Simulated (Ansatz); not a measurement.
# The HOMO–LUMO gap down a group: Ti to Hf

One atom is swapped for its congeners: Ti(SH)4; Zr(SH)4; Hf(SH)4. All are singlets with charge 0.

Shapes, held fixed at every level: PBE0-D4/def2-TZVP. Flexible molecules stand in one conformer, not always the lowest. Programs: Ansatz 0.2.0. Values in eV.

```json
{"level": "PBE-D4/def2-TZVPP", "Ti(SH)4": "2.80", "Zr(SH)4": "3.49", "Hf(SH)4": "3.96"}
{"level": "r2SCAN-D4/def2-TZVPP", "Ti(SH)4": "3.15", "Zr(SH)4": "3.92", "Hf(SH)4": "4.43"}
{"level": "B3LYP-D4/def2-TZVPP", "Ti(SH)4": "4.42", "Zr(SH)4": "5.02", "Hf(SH)4": "5.52"}
{"level": "PBE0-D4/def2-TZVPP", "Ti(SH)4": "4.89", "Zr(SH)4": "5.45", "Hf(SH)4": "5.96"}
{"level": "r2SCAN0-D4/def2-TZVPP", "Ti(SH)4": "5.13", "Zr(SH)4": "5.74", "Hf(SH)4": "6.27"}
{"level": "wB97X-V/def2-TZVPP", "Ti(SH)4": "9.26", "Zr(SH)4": "9.85", "Hf(SH)4": "10.40"}
{"level": "wB97M-V/def2-TZVPP", "Ti(SH)4": "9.12", "Zr(SH)4": "9.61", "Hf(SH)4": "10.12"}
```

At wB97M-V/def2-TZVPP the HOMO–LUMO gap rises at every step, from 9.12 to 10.12 eV. Every level shows the same order. For atoms past krypton def2 sets carry core potentials with scalar relativity. Orbital gaps aren't excitation energies, and the LUMO depends on the basis.
